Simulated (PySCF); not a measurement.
Mo(O)(NH)(F)(OH) (FH₂MoNO₂), SMILES [NH]=[Mo](=[O])([OH])[F], multiplicity 1.

Coordinates come from a PBE-D3(BJ)/def2-SVP optimisation. The multiplicity is an assumed one; no other spin state was optimised. The structure was generated by enumeration; whether it is a known compound was not checked. The def2 effective core potentials stand for the cores of Mo; spin–orbit coupling is left out. Other conformers were not sampled.

Calculation: PBE-D3(BJ)/def2-SVP (PySCF).

Frequencies are harmonic and unscaled.

| mode | ν (cm⁻¹) | IR (km/mol) | moving atoms (share of kinetic energy) |
|---|---|---|---|
| 1 | 181 | 1.6 | F 44 %, O 37 %, Mo 11 % |
| 2 | 228 | 8.1 | F 40 %, O 22 %, Mo 16 %, N 15 % |
| 3 | 249 | 3.5 | N 38 %, O 32 %, H 18 % |
| 4 | 250 | 2.1 | O 58 %, Mo 15 %, H 12 %, F 9 % |
| 5 | 288 | 44.6 | O 47 %, H 30 %, N 14 % |
| 6 | 353 | 60.7 | H 71 %, O 16 %, N 9 % |
| 7 | 507 | 146.7 | H 70 %, N 26 % |
| 8 | 601 | 173.5 | H 83 %, N 9 % |
| 9 | 650 | 85.7 | H 44 %, O 34 %, F 11 % |
| 10 | 681 | 98.9 | F 61 %, O 21 %, Mo 12 % |
| 11 | 752 | 81.7 | H 37 %, O 35 %, Mo 18 % |
| 12 | 973 | 108.2 | N 70 %, Mo 17 % |
| 13 | 1006 | 99.5 | O 79 %, Mo 13 % |
| 14 | 3492 | 130.1 | H 93 % |
| 15 | 3740 | 189.6 | H 94 % |
